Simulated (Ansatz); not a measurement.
ClH$_{5}$OSi$_{2}$, SMILES `O[SiH2][SiH2]Cl` at its PBE0-D4/def2-TZVP geometry, where that method's forces vanish. Charge 0, multiplicity 1.

```xyz
9

O    -1.2156    1.4857   -0.2635
Si   -0.6420    0.0013   -0.6973
Si    0.9593   -0.5983    0.9003
Cl    2.5729    0.6815    0.7793
H    -1.8029    1.9385   -0.8701
H    -1.7261   -1.0249   -0.7203
H    -0.0240    0.0235   -2.0538
H     0.4264   -0.5308    2.2842
H     1.4520   -1.9764    0.6412
```

(1) What forces (eV/Å) does PBE-D4/def2-TZVPP give on these atoms in Ansatz 0.2.0? (Best estimate.)

## Answers

(1) The calculation gave: 
```
O1   0.101  0.260  0.432
Si2  0.131 -0.307 -0.061
Si3 -0.114 -0.021 -0.053
Cl4  0.213  0.171 -0.013
H5  -0.273  0.218 -0.278
H6  -0.113 -0.137 -0.005
H7   0.082 -0.018 -0.154
H8  -0.067 -0.003  0.160
H9   0.040 -0.162 -0.028
```
